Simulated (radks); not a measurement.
The lanthanum ion La54+, configuration [He] 2s1. Calculated with a radial shooting solver on a logarithmic mesh with Libxc functionals: scalar-relativistic Kohn-Sham, PBEsol, spin-polarised, spherical densities, finite nucleus; open shells are filled with parallel spins first (spin-orbit coupling, left out, can overturn this in heavy ions); Fermi nuclear charge, rms radius 4.855 fm.

Unscreened Slater integrals over Kohn-Sham orbitals (hartree). They are taken over the spin-up orbitals.

F0(2s,2s): 8.9194
F0(2s,1s): 12.548
G0(2s,1s): 1.3116
F0(1s,1s): 37.861
